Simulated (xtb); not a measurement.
Cl$_{2}$Se (SMILES Cl[Se]Cl), singlet, at a GFN2-xTB geometry, atoms displaced at random by about 0.05 Å a coordinate; GFN2-xTB run with xtb.

The xtb input:
```
$ xtb mol.xyz --gfn 2 --opt --input xcontrol --json

# file mol.xyz
3

Se     0.00725910     0.08532235     0.73917227
Cl     0.90621757     1.29085146    -0.68058922
Cl    -1.02404964    -1.24627350    -0.69104259

# file xcontrol
$opt
  engine=lbfgs
$end
```

Output, abridged:

```
   ID    Z sym.   atoms
    1   34 Se     1
    2   17 Cl     2, 3

           -------------------------------------------------
          |                Calculation Setup                |
           -------------------------------------------------

           -------------------------------------------------
          |                 G F N 2 - x T B                 |
           -------------------------------------------------

          ...................................................
          :                      SETUP                      :
          :.................................................:
          :  # basis functions                  30          :
          :  # atomic orbitals                  27          :
          :  # shells                            9          :
          :  # electrons                        20          :
          :  max. iterations                   250          :
          :  Hamiltonian                  GFN2-xTB          :
          :  restarted?                      false          :
          :  GBSA solvation                  false          :
          :  PC potential                    false          :
          :  electronic temp.          300.0000000     K    :
          :  accuracy                    1.0000000          :
          :  -> integral cutoff          0.2500000E+02      :
          :  -> integral neglect         0.1000000E-07      :
          :  -> SCF convergence          0.1000000E-05 Eh   :
          :  -> wf. convergence          0.1000000E-03 e    :
          :  Broyden damping             0.4000000          :
          :  net charge                          0          :
          :  unpaired electrons                  0          :
          ...................................................

 iter      E             dE          RMSdq      gap      omega  full diag
   1    -12.3209435 -0.123209E+02  0.749E+00    2.52       0.0  T
   2    -12.3228944 -0.195090E-02  0.371E+00    2.53       1.0  T
   3    -12.3230030 -0.108642E-03  0.995E-01    2.50       1.0  T
   4    -12.3230291 -0.261160E-04  0.230E-01    2.49       1.0  T
   5    -12.3230416 -0.125153E-04  0.949E-02    2.49       1.0  T
   6    -12.3230481 -0.645359E-05  0.798E-02    2.49       1.0  T
   7    -12.3230644 -0.163315E-04  0.472E-02    2.50       1.2  T
   8    -12.3230680 -0.356262E-05  0.349E-02    2.50       1.7  T
   9    -12.3230687 -0.760013E-06  0.186E-02    2.50       3.1  T
  10    -12.3230691 -0.395017E-06  0.173E-02    2.50       3.3  T
  11    -12.3230694 -0.284361E-06  0.339E-03    2.50      17.0  T
  12    -12.3230694 -0.824749E-08  0.485E-04    2.50     119.1  T
  13    -12.3230694 -0.723670E-10  0.229E-04    2.50     251.6  T

   *** convergence criteria satisfied after 13 iterations ***

         :::::::::::::::::::::::::::::::::::::::::::::::::::::
         ::                     SUMMARY                     ::
         :::::::::::::::::::::::::::::::::::::::::::::::::::::
         :: total energy             -12.319703887230 Eh    ::
         :: gradient norm              0.032285231807 Eh/a0 ::
         :: HOMO-LUMO gap              2.499339313037 eV    ::
         ::.................................................::
         :: SCC energy               -12.323069384208 Eh    ::
         :: -> isotropic ES            0.002100799204 Eh    ::
         :: -> anisotropic ES          0.000006925547 Eh    ::
         :: -> anisotropic XC          0.001106018278 Eh    ::
         :: -> dispersion             -0.002529232420 Eh    ::
         :: repulsion energy           0.003365496979 Eh    ::
         :: add. restraining           0.000000000000 Eh    ::
         :: total charge              -0.000000000000 e     ::
         :::::::::::::::::::::::::::::::::::::::::::::::::::::

      -----------------------------------------------------------
     |                       L-ANC optimizer                     |
      -----------------------------------------------------------
          low memory version by Sebastian Ehlert

          ...................................................
          :                      SETUP                      :
          :.................................................:
          :   energy convergence        0.5000000E-05 Eh    :
          :   grad. convergence         0.1000000E-02 Eh/a0 :
          :   optimization log               true           :
          :   writing optlog all                1     steps :
          :   Hessian reset                    20     steps :
          :   maximium step len.        1.0000000     a0    :
          :   LBFGS images                     20           :
          ...................................................
 * calculating model hessian...
Using Lindh-Hessian (1995)
 Shifting diagonal of input Hessian by    1.1936362939886749E-002
 Lowest  eigenvalues of input Hessian
    0.010000    0.000000    0.000000    0.000000    0.000000    0.000000
    0.000000    0.165593    0.295851
 Highest eigenvalues
    0.000000    0.000000    0.000000    0.000000    0.165593    0.295851

........................................................................
.............................. CYCLE    1 ..............................
........................................................................

 iter      E             dE          RMSdq      gap      omega  full diag
   1    -12.3235575 -0.123236E+02  0.285E+00    2.91       0.0  T
   2    -12.3243221 -0.764660E-03  0.146E+00    2.96       1.0  T
   3    -12.3243634 -0.412828E-04  0.640E-01    2.97       1.0  T
   4    -12.3243900 -0.265781E-04  0.158E-01    2.98       1.0  T
   5    -12.3244095 -0.195065E-04  0.102E-01    2.98       1.0  T
   6    -12.3244215 -0.120116E-04  0.756E-02    2.99       1.0  T
   7    -12.3244345 -0.130433E-04  0.436E-02    2.99       1.3  T
   8    -12.3244398 -0.521299E-05  0.199E-02    2.99       2.9  T
   9    -12.3244409 -0.112556E-05  0.858E-03    3.00       6.7  T
[...]
 * total energy  :   -12.3213853 Eh     change       -0.1681396E-02 Eh
 * total energy  :   -12.3217885 Eh     change       -0.4032307E-03 Eh
 * total energy  :   -12.3220935 Eh     change       -0.3049993E-03 Eh
 * total energy  :   -12.3221461 Eh     change       -0.5257248E-04 Eh
 * total energy  :   -12.3221480 Eh     change       -0.1911515E-05 Eh
   *** GEOMETRY OPTIMIZATION CONVERGED AFTER 5 CYCLES ***
[...]
          :  electronic temp.          300.0000000     K    :
          :  accuracy                    1.0000000          :
          :  -> integral cutoff          0.2500000E+02      :
          :  -> integral neglect         0.1000000E-07      :
          :  -> SCF convergence          0.1000000E-05 Eh   :
          :  -> wf. convergence          0.1000000E-03 e    :
          :  Broyden damping             0.4000000          :
          :  net charge                          0          :
          :  unpaired electrons                  0          :
          ...................................................

 iter      E             dE          RMSdq      gap      omega  full diag
   1    -12.3250635 -0.123251E+02  0.200E-04    2.83       0.0  T
   2    -12.3250635 -0.185807E-10  0.186E-04    2.83     309.8  T
   3    -12.3250635 -0.832490E-10  0.121E-04    2.83     478.1  T

   *** convergence criteria satisfied after 3 iterations ***

         :::::::::::::::::::::::::::::::::::::::::::::::::::::
         ::                     SUMMARY                     ::
         :::::::::::::::::::::::::::::::::::::::::::::::::::::
         :: total energy             -12.322147997709 Eh    ::
         :: gradient norm              0.000580650761 Eh/a0 ::
         :: HOMO-LUMO gap              2.828546773729 eV    ::
         ::.................................................::
         :: SCC energy               -12.325063444440 Eh    ::
         :: -> isotropic ES            0.001782061156 Eh    ::
         :: -> anisotropic ES          0.000032429891 Eh    ::
         :: -> anisotropic XC          0.001618303867 Eh    ::
         :: -> dispersion             -0.002517643305 Eh    ::
         :: repulsion energy           0.002915446730 Eh    ::
         :: add. restraining           0.000000000000 Eh    ::
         :: total charge               0.000000000000 e     ::
         :::::::::::::::::::::::::::::::::::::::::::::::::::::

           -------------------------------------------------
          |                Property Printout                |
           -------------------------------------------------

    * Orbital Energies and Occupations

         #    Occupation            Energy/Eh            Energy/eV
      -------------------------------------------------------------
         1        2.0000           -1.0838434             -29.4929
         2        2.0000           -1.0829671             -29.4690
         3        2.0000           -0.7705944             -20.9689
         4        2.0000           -0.5250224             -14.2866
         5        2.0000           -0.5082343             -13.8298
         6        2.0000           -0.4875131             -13.2659
         7        2.0000           -0.4667403             -12.7006
         8        2.0000           -0.4655015             -12.6669
         9        2.0000           -0.4587845             -12.4842
        10        2.0000           -0.3944465             -10.7334 (HOMO)
        11                         -0.2904993              -7.9049 (LUMO)
        12                         -0.2766529              -7.5281
        13                         -0.0185487              -0.5047
        14                         -0.0167884              -0.4568
        15                         -0.0163836              -0.4458
        16                         -0.0157868              -0.4296
        17                         -0.0139311              -0.3791
        18                         -0.0136761              -0.3721
        19                         -0.0135040              -0.3675
        20                         -0.0124516              -0.3388
        21                          0.0060964               0.1659
       ...                                ...                  ...
        27                          0.8629102              23.4810
      -------------------------------------------------------------
                  HL-Gap            0.1039472 Eh            2.8285 eV
             Fermi-level           -0.3424729 Eh           -9.3192 eV

     #   Z          covCN         q      C6AA      α(0)
     1  34 Se       1.776     0.074   233.142    26.608
     2  17 Cl       0.894    -0.037   100.303    15.322
     3  17 Cl       0.894    -0.037   100.304    15.322

 Mol. C6AA /au·bohr⁶  :       1241.869682
 Mol. C8AA /au·bohr⁸  :      66429.635479
 Mol. α(0) /au        :         57.251098

Wiberg/Mayer (AO) data.
largest (>0.10) Wiberg bond orders for each atom

 ---------------------------------------------------------------------------
     #   Z sym  total        # sym  WBO       # sym  WBO       # sym  WBO
 ---------------------------------------------------------------------------
     1  34 Se   2.606 --     2 Cl   1.303     3 Cl   1.303
     2  17 Cl   1.366 --     1 Se   1.303
     3  17 Cl   1.366 --     1 Se   1.303
 ---------------------------------------------------------------------------

Topologies differ in total number of bonds
Writing topology from bond orders to xtbtopo.mol

molecular dipole:
                 x           y           z       tot (Debye)
 q only:        0.003       0.000       0.194
   full:        0.000       0.000       0.014       0.034
molecular quadrupole (traceless):
                xx          xy          yy          xz          yz          zz
 q only:       -0.042      -0.513      -0.326      -0.012       0.032       0.369
  q+dip:        0.093      -0.456      -0.159      -0.001       0.009       0.066
   full:       -0.464       0.550      -0.159       0.013      -0.005       0.623

optimized geometry written to: xtbopt.xyz

           -------------------------------------------------
          | TOTAL ENERGY              -12.322147997709 Eh   |
          | GRADIENT NORM               0.000580650761 Eh/α |
          | HOMO-LUMO GAP               2.828546773729 eV   |
           -------------------------------------------------

normal termination of xtb
```
